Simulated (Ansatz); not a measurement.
```yaml
crystal:
  periodic: [false, false, false]
  atoms:
    - {symbol: Zn, position_ang: [0.984420, -0.928448, -0.627745]}
    - {symbol: Zn, position_ang: [1.379404, 0.821714, 2.692738]}
    - {symbol: Zn, position_ang: [-1.018313, 0.619245, -1.489697]}
    - {symbol: Se, position_ang: [-0.184549, -0.919736, 1.491943]}
    - {symbol: Se, position_ang: [-1.981387, 0.451039, 0.670059]}
    - {symbol: Se, position_ang: [0.820424, -0.043804, -2.737299]}
basis:
  gaussian: {orbitals: def2-SVP, initial_orbitals: start.molden}
total_charge: 1
magnetization: {spin_polarized: true, initial_magnetization: 1}
hamiltonian: {xc: {name: wB97X-V}}
scf: {omitted_lower_state_checks: [starts]}
output: {orbitals: {seedname: orbitals}}
```

The file start.molden holds the orbitals of an earlier run on this structure, at another level or in another basis.

```sh
$ ansatz run in.yaml --threads 4 --pin off --events-out ev --progress --plain --max-ram 4787MiB
```

(1) Does this run fit into the memory that it is given?

Results:

(1) No. It has 189 basis functions, and Ansatz plans for 5.18 GiB where 4.67 GiB are given.
